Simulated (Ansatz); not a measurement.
Basis-set extrapolation for CH2AlClOS, SMILES `S[CH]1[O][Al]1[Cl]` (PBE0-D4/def2-TZVP geometry, frozen core, Ansatz 0.2.0). Multiplicity 1, RHF reference.

```json
{"": "HF", "def2-TZVPP": "-1212.963021", "def2-QZVPP": "-1212.999425"}
{"": "MP2 correlation", "def2-TZVPP": "-0.833033", "def2-QZVPP": "-0.903873"}
{"": "CCSD(T) correlation", "def2-TZVPP": "-0.910335", "def2-QZVPP": "not run"}
```

Energies in hartree. Use E(X) = E(∞) + A·exp(−7.88·√X) for Hartree–Fock and E(X) = E(∞) + B·X^(−2.97) for correlation, with X = 3 and 4, and add CCSD(T) minus MP2 of the smaller set to the MP2 limit.

Q: What is the CCSD(T) energy at the basis-set limit?

A: HF limit: -1212.999425 + (-0.036404) × 0.13774 = -1213.00444. MP2 limit: -0.903873 + (-0.070840) × 0.74074 = -0.95635. Higher-order term: -0.910335 − (-0.833033) = -0.07730. Total: -1214.03809 hartree, 4.48 eV below CCSD(T)/def2-TZVPP.
